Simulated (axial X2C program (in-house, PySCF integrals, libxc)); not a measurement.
Results of a calculation; reference values are marked as such.
# CPmO⁻: input and output of an open-shell CI run

Program: an in-house all-electron X2C program for linear molecules (integrals from PySCF).

Input and command:
```json
{"zs": [6, 61, 8], "q": -1, "bas": ["dyall-v2z", "dyall-v2z", "dyall-v2z"], "r0": 1.72, "metal": 1, "shells": [[3, [2, 3], 3], [0, [0], 1], [3, [1], 0]], "fix": 0, "emax": 3.5, "nroots": 6, "r2": 1.72}
```
```bash
python soci.py task.json out
```

Keys: zs atomic numbers; q charge; bas basis sets; r0 starting distance in Å; metal index of the metal atom; shells open shells as [l, |m| values, electrons]; fix electron count of the first shell held; emax energy window in eV; nroots roots for each Ω; r2 second bond in Å, held.

Output at C–Pm–O held linear, bonds 2.149 and 1.720 Å (the second held):

```
average of configuration f(δφ)3 s1 f(π)0
basis functions 198  fitting functions 1190
iter      average energy  largest gradient
   1     -10124.871608557   2.08e+00
   2     -10124.947317783   5.81e-03
   3     -10124.947462725   1.30e-02
   4     -10124.947685260   1.85e-03
   5     -10124.947703157   8.42e-04
   6     -10124.947705325   1.48e-04
   7     -10124.947705660   1.29e-04
   8     -10124.947705820   4.85e-05
   9     -10124.947705950   6.33e-05
  10     -10124.947706041   4.29e-05
  11     -10124.947706098   1.54e-05
converged
CI levels
2*Omega        energy/Eh    cm-1   g(par)  dipole/D  leading shell counts
    4    -10125.04552304        0   2.350   -8.199  {'3 1 0': 0.995}
    6    -10125.04516596       78   6.351   -8.199  {'3 1 0': 0.995}
    2    -10125.04091920     1010   1.324   -8.212  {'3 1 0': 0.989}
    4    -10125.03942076     1339   2.693   -8.212  {'3 1 0': 0.989}
    8    -10125.03865320     1508  10.100   -8.200  {'3 1 0': 0.996}
    6    -10125.03779348     1696   6.094   -8.200  {'3 1 0': 0.996}
   10    -10125.02507509     4488  13.682   -8.203  {'3 1 0': 0.994}
    8    -10125.02346007     4842   9.679   -8.203  {'3 1 0': 0.994}
    0    -10125.01003598     7789   0.000   -8.228  {'3 1 0': 0.979}
    0    -10125.01003386     7789   0.000   -8.228  {'3 1 0': 0.979}
   16    -10125.00945037     7917  18.136   -8.221  {'3 1 0': 0.99}
    2    -10125.00884086     8051   0.415   -8.228  {'3 1 0': 0.98}
   14    -10125.00881757     8056  14.119   -8.221  {'3 1 0': 0.99}
    2    -10125.00536723     8813   0.127   -8.220  {'3 1 0': 0.987}
    4    -10125.00529382     8829   4.081   -8.219  {'3 1 0': 0.987}
    6    -10125.00145611     9672   7.775   -8.225  {'3 1 0': 0.987}
    4    -10125.00062929     9853   3.801   -8.225  {'3 1 0': 0.987}
   12    -10124.99887765    10237  10.363   -8.229  {'3 1 0': 0.981}
   14    -10124.99858298    10302  14.366   -8.229  {'3 1 0': 0.981}
    8    -10124.99777797    10479  11.539   -8.238  {'3 1 0': 0.987}
    6    -10124.99614737    10837   7.539   -8.238  {'3 1 0': 0.987}
    6    -10124.98105099    14150   7.181   -8.205  {'3 1 0': 0.993}
    4    -10124.98095315    14171   3.062   -8.205  {'3 1 0': 0.993}
    4    -10124.97461234    15563   2.919   -8.205  {'3 1 0': 0.995}
    6    -10124.97454000    15579   6.811   -8.205  {'3 1 0': 0.995}
    2    -10124.97057901    16448   1.686   -8.241  {'3 1 0': 0.979}
    2    -10124.96443534    17797   0.326   -8.212  {'3 1 0': 0.991}
    8    -10124.96209358    18311   9.835   -8.224  {'3 1 0': 0.995}
   14    -10124.95857647    19083  12.691   -8.208  {'3 1 0': 0.992}
   16    -10124.95846220    19108  16.675   -8.208  {'3 1 0': 0.993}
   18    -10124.95390754    20107  20.004   -8.222  {'3 1 0': 1.0}
   16    -10124.95320208    20262  16.007   -8.222  {'3 1 0': 1.0}
    8    -10124.94565145    21919   9.951   -8.223  {'3 1 0': 0.988}
    0    -10124.94344155    22404   0.000   -8.248  {'3 1 0': 0.971}
    0    -10124.94343598    22406   0.000   -8.248  {'3 1 0': 0.971}
    2    -10124.94306880    22486   2.209   -8.247  {'3 1 0': 0.971}
   10    -10124.92823129    25743  11.673   -8.234  {'3 1 0': 0.979}
    8    -10124.92783845    25829   7.670   -8.234  {'3 1 0': 0.979}
```

Dipoles in the output refer to the first atom as origin, so for this ion they depend on that choice.

Dynamic correlation is missing, so gaps between terms are too wide and other configurations may lie lower; the lowest level listed is that of this model, not necessarily the ground state. At most 6 roots were kept for each Ω > 0 (twice that for Ω = 0) within 3.5 eV of the lowest, so higher up levels can be missing between those listed; levels with Ω > 0 are doubly degenerate and listed once, Ω = 0 levels singly. States that fill the shells left empty in the average are placed too high. For an anion, levels above electron detachment are held by the basis set. Along the bond the averaged SCF switches between close solutions, so this one may not be the lowest. The molecule was held linear; bending was not examined.
